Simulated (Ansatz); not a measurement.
Computed with Ansatz on PBE0-D4/def2-TZVP structures; ΔE is electronic, products minus reactants. CBS: MP2 limit from def2 TZ/QZ plus the TZ coupled-cluster correction, frozen cores. def2 core potentials past Kr. For Cd outer-core shells are correlated without core-valence functions, which leaves a few kJ/mol of doubt a bond. One conformer a species, not always the lowest.

Reaction (redistribution): `[NH2][Cd][SH]` + `[NH2][Al]([F])[F]` → `[NH2][Cd][NH2]` + `[F][Al]([F])[SH]`

`[NH2][Cd][SH]`:

Cartesian coordinates in Å:
```
N -0.842 -0.066 -1.486
Cd 0.426 -0.096 0.075
S 2.056 -0.201 1.735
H -1.226 0.855 -1.663
H -1.629 -0.691 -1.366
H 1.215 0.199 2.705
```

`[NH2][Al]([F])[F]`:

```xyz
6

N    -0.844   -0.383    0.257
Al    0.687    0.312   -0.210
F     1.805    0.711    0.922
F     1.039    0.580   -1.789
H    -1.118   -0.571    1.207
H    -1.569   -0.648   -0.388
```

`[NH2][Cd][NH2]`:

```xyz
7

N     0.904    1.153    1.376
Cd    0.056   -0.046    0.012
N    -0.618   -1.389   -1.315
H     0.784    0.823    2.326
H     0.546    2.100    1.351
H    -0.087   -1.397   -2.178
H    -1.586   -1.244   -1.572
```

`[F][Al]([F])[SH]`:

Z-matrix (Å, degrees):
```
Al
F 1 1.638
S 1 2.153 2 121.0
F 1 1.635 2 119.3 3 -180.0
H 3 1.346 1 91.6 2 0.1
```

```csv
level,ΔE (kcal/mol)
CCSD(T)/def2-SVP,20.6
MP2/CBS(def2),20.6
```

**Question.** What does CCSD(T)/CBS give? (Best estimate.)

**Answer.** Computed: +20.7 kcal/mol. The listed levels differ from it by -0.1, -0.1 kcal/mol.

**Question.** What do rigid-rotor, harmonic-oscillator terms from PBE0-D4/def2-TZVP frequencies (298.15 K, 1 bar) make of the CCSD(T)/CBS value? (An estimate is asked.)

**Answer.** The calculation gave: ΔZPE = -0.1 kcal/mol, ΔH = +20.5 kcal/mol, ΔS = -2 J/(mol·K), ΔG = +20.6 kcal/mol.

Largest T1 diagnostic among the species: 0.014.

Leaving LDA and LC-ωPBE aside and taking each functional with its dispersion term where it has one, the values, not all of them listed here, spread over 4.9 kcal/mol, from revPBE-D4 to BHLYP-D4. From PBE to PBE0 (25 % exact exchange), in def2-TZVPP and without D4, ΔE moves by +2.0 kcal/mol.
